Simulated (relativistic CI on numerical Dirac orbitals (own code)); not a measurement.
## One change at a time: Sn VI

Base calculation: Dirac-Coulomb-Breit CI, KLI orbitals optimised for each configuration, model QED (radiative potential, 1s self-energy scaled to tabulated hydrogen-like ionisation energies), valence Slater integrals scaled by 0.85, P86 correlation energy added to each configuration.

Configurations in the expansion (outside the closed core [Ar] 3d10): 4s2 4p6 4d9, 4s2 4p6 4d8 5s, 4s2 4p6 4d8 4f, 4s2 4p6 4d8 5p, 4s2 4p5 4d10, 4s2 4p6 4d8 5d, 4s2 4p6 4d8 6s, 4s2 4p6 4d8 6p, 4s2 4p6 4d8 5f, 4s2 4p6 4d8 6d, 4s2 4p6 4d7 5s 5p, 4s 4p6 4d10, 4s2 4p6 4d8 5g, 4s2 4p6 4d8 6f, 4s2 4p6 4d7 5s2, 4s2 4p6 4d6 4f 5s2, 4s2 4p6 4d6 5s2 5p, 4s2 4p6 4d6 5s2 5d, 4s2 4p6 4d6 5s2 6s. Double excitations out of closed p, d and f shells are left out; levels of such configurations are missing from the list, as are those of other unlisted configurations, and high levels can miss mixing partners.

The lowest level and the first level of each name with at least 55 % of one term (blank where a level has no safe partner in the second run):

| Level | Base (cm⁻¹) | Shift (cm⁻¹) |
| --- | --- | --- |
| 4s2 4p6 4d9 2D_5/2 | 0.0 | 0.0 |
| 4s2 4p6 4d9 2D_3/2 | 8457.8 | -21.6 |
| 4s2 4p6 4d8 5s 4F_9/2 | 225130.8 | +1540.7 |
| 4s2 4p6 4d8 5s 4F_7/2 | 229168.0 | +1309.8 |
| 4s2 4p6 4d8 5s 4F_5/2 | 233713.2 | +1376.2 |
| 4s2 4p6 4d8 5s 4F_3/2 | 235303.4 | +1072.7 |
| 4s2 4p6 4d8 5s 2F_7/2 | 237312.5 | +737.7 |
| 4s2 4p6 4d8 5s 4P_1/2 | 248556.5 | -442.4 |
| 4s2 4p6 4d8 5s 2D_5/2 | 254008.1 | -171.4 |
| 4s2 4p6 4d8 5s 2G_9/2 | 255876.2 | -1263.6 |
| 4s2 4p6 4d8 5s 2G_7/2 | 256072.5 | -1263.7 |
| 4s2 4p6 4d8 5s 2P_1/2 | 257385.3 | -1453.2 |
| 4s2 4p6 4d8 5s 2P_3/2 | 257451.4 | -1033.7 |
| 4s2 4p6 4d8 5s 2S_1/2 | 290521.5 | -4878.6 |

At this charge configurations can still be misplaced by up to about 7 % of their energy. 36 of the 69 excited levels that our extract of the measured tables holds in this range could be paired (the sources list more); they are missed by 6093 cm⁻¹ on average and 8388 at most, and levels without a partner can miss by more.

Q: One thing was changed in a second run, which moved the levels as shown. Which?
A. QED terms removed
B. valence Slater integrals scaled by 0.75
C. Breit term removed
D. configuration mixing switched off
E. Slater integrals left unscaled

A: B. Valence Slater integrals scaled by 0.75. Scaling acts on the splittings between terms and on the mixing, and leaves the fine structure of pure LS terms nearly alone; in jj coupling it moves the levels of one term differently.

LS names give the leading component of a level, which can be under half, so a name can repeat, a term be missing and a line seem to break the LS rules.
